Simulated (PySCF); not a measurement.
Bi(Br)2(Me) (CH3BiBr2), SMILES [CH3][Bi]([Br])[Br].

Coordinates come from a PBE-D3(BJ)/def2-SVP optimisation. The structure was generated by enumeration; whether it is a known compound was not checked. The def2 effective core potentials stand for the cores of Bi; spin–orbit coupling is left out.

All values below come from PBE0/def2-TZVP (PySCF).

Isolated molecule, no solvent.

```yaml
total_energy: -5402.32739 hartree
point_group: Cs
highest_occupied_level: -7.57 eV
lowest_empty_level: -2.41 eV
orbital_gap: 5.16 eV
dipole_moment: 3.95 D
quadrupole, principal values (traceless, Buckingham form, about the centre of nuclear charge): -8.36, 2.99, 5.37 D·Å
mean_static_polarisability: 101.3 bohr³ (15.01 Å³)
polarisability_principal_values: 83.2, 99.1, 121.5 bohr³
```
